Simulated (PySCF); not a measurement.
Spinor energies of Bi- (bismuth, charge -1)

Start: [Xe] 4f14 5d10 6s2 6p4; 6p1/2 filled at m_j = -1/2, +1/2; 6p3/2 filled at m_j = +1/2, +3/2. Calculated with PySCF 2.14 in x2c-SVPall-2c with one added diffuse shell each of s, p type (8s12p7d2f, 93 functions): generalised Hartree-Fock with the X2C-1e Hamiltonian and a Gaussian nucleus; one run each with spin-orbit coupling (SO) switched off, then screened by Boettger's factors.

| spinor shell | electrons | ε, spin-free (eV) | ε, screened SO (eV) | weight of nominal j (screened SO) | rms radius, screened SO (bohr) |
| --- | --- | --- | --- | --- | --- |
| 1s1/2 | 2 | -91037.9 | -90995.2 | 1.000 | 0.0178 |
| 2s1/2 | 2 | -16512.0 | -16497.9 | 1.000 | 0.0718 |
| 2p1/2 | 2 | -14146.6 | -15827.7 | 1.000 | 0.0606 |
| 2p3/2 | 4 | -14146.6 | -13502.3 | 1.000 | 0.0691 |
| 3s1/2 | 2 | -4054.7 | -4049.5 | 1.000 | 0.183 |
| 3p1/2 | 2 | -3368.9 | -3747.4 | 1.000 | 0.175 |
| 3p3/2 | 4 | -3368.9 | -3219.5 | 1.000 | 0.192 |
| 3d3/2 | 4 | -2665.2 | -2728.6 | 1.000 | 0.168 |
| 3d5/2 | 6 | -2665.2 | -2617.9 | 1.000 | 0.172 |
| 4s1/2 | 2 | -965.72 | -963.62 | 1.000 | 0.401 |
| 4p1/2 | 2 | -737.22 | -830.92 | 1.000 | 0.404 |
| 4p3/2 | 4 | -737.22 | -699.22 | 1.000 | 0.438 |
| 4d3/2 | 4 | -469.23 | -482.52 | 1.000 | 0.450 |
| 4d5/2 | 6 | -469.23 | -457.98 | 1.000 | 0.455 |
| 4f5/2 | 6 | -172.97 | -174.69 | 1.000 | 0.479 |
| 5s1/2 | 2 | -175.44 | -174.56 | 1.000 | 0.891 |
| 4f7/2 | 8 | -172.97 | -169.32 | 1.000 | 0.481 |
| 5p1/2 | 2 | -108.74 | -126.41 | 1.000 | 0.951 |
| 5d3/2 | 4 | -29.460 | -30.685 | 1.000 | 1.31 |
| 5d5/2 | 6 | -29.460 | -27.523 | 1.000 | 1.33 |
| 6s1/2 | 2 | -12.567 | -12.293 | 0.999 | 2.47 |
| 6p1/2 | 2 | -1.778 | -2.949 | 0.902 | 3.31 |
| 6p3/2 | 2 | -1.778 | -0.893 | 0.925 | 4.07 |

Problem. Where does 5p3/2 lie, and what is the 5p spin-orbit splitting (screened SO)?

Solution. At -101.01 eV, 25.400 eV above 5p1/2.

```csv
quantity,spin-free,screened SO
E (hartree),-21512.63189,-21553.62753
M_J,2,2
⟨J²⟩,6.033,6.020
⟨L²⟩,2.005,2.899
⟨S²⟩,2.028,1.966
```

Each row is a mean over spinors that exchange with the open shell spreads, by up to 2.501 eV (6s1/2).

Breit and QED terms are absent; they matter most for the inner s and p1/2 levels.

Densities and radii are taken from the X2C orbitals without a picture-change correction, which distorts them close to the nucleus.

Without spin-orbit coupling the j labels of p, d and f shells carry no meaning; the spin-free column gives the mean over the occupied spinors of each nl shell.
